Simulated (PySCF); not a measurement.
SMILES CB(C)C[SiH2]Cl (GFN2-xTB optimised geometry):

```
16

Si    -1.359     1.763     1.769
Cl     0.282     1.996     2.925
C     -0.847     1.269     0.000
B     -0.073    -0.097     0.000
C      1.504    -0.097     0.000
C     -0.869    -1.457     0.061
H     -2.058     3.049     1.747
H     -2.194     0.744     2.403
H     -1.768     1.214    -0.580
H     -0.255     2.088    -0.411
H      1.904     0.435    -0.863
H      1.875     0.440     0.874
H      1.951    -1.088     0.010
H     -1.951    -1.342     0.084
H     -0.578    -2.029     0.941
H     -0.625    -2.088    -0.793
```

Calculation: PBE0/def2-TZVP (PySCF).

Question: What are the frontier orbital energies and the dipole moment?

Answer: HOMO-2 -8.86 eV, HOMO-1 -8.65 eV, HOMO -8.37 eV, LUMO -0.55 eV, LUMO+1 0.57 eV; dipole moment 1.46 D.

On the same geometry PBE/def2-TZVP (PySCF) gives HOMO-2 -7.50 eV, HOMO-1 -7.26 eV, HOMO -7.07 eV, LUMO -1.53 eV, LUMO+1 -0.33 eV; dipole moment 1.37 D.

Meta-Löwdin charges at PBE0/def2-TZVP: Si1 0.70, Cl2 -0.30, C3 -0.56, B4 0.25, C5 -0.48, C6 -0.48, H7 -0.10, H8 -0.10, H9 0.14, H10 0.13, H11 0.13, H12 0.14, H13 0.12, H14 0.11, H15 0.14, H16 0.14.
